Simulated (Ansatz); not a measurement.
All numbers were calculated with Ansatz.

A structure relaxed at PBE0-D4/def2-TZVP, charge 0, multiplicity 1:

| atom | x (Å) | y (Å) | z (Å) |
| --- | --- | --- | --- |
| F1 | 0.957 | -1.966 | 1.344 |
| Si2 | -0.399 | -1.234 | 0.932 |
| N3 | -0.113 | 0.400 | 0.466 |
| Si4 | 0.283 | 1.057 | -1.044 |
| F5 | -0.981 | 1.654 | -1.784 |
| Cl6 | 1.584 | 2.594 | -0.824 |
| Cl7 | 1.037 | -0.388 | -2.241 |
| H8 | -1.260 | -1.215 | 2.134 |
| H9 | -0.976 | -1.974 | -0.206 |
| H10 | -0.131 | 1.072 | 1.223 |

Task: Give its formula and SMILES.

Result: Cl2F2H3NSi2, `F[SiH2]N[Si](F)(Cl)Cl`.

Task: Summarise the bond lengths by kind.

Result: 2 × F–Si 1.581 to 1.595 Å; 2 × N–Si 1.694 to 1.722 Å; 2 × H–Si 1.475 to 1.478 Å; 1 × H–N 1.012 Å; 2 × Cl–Si 2.023 to 2.026 Å.
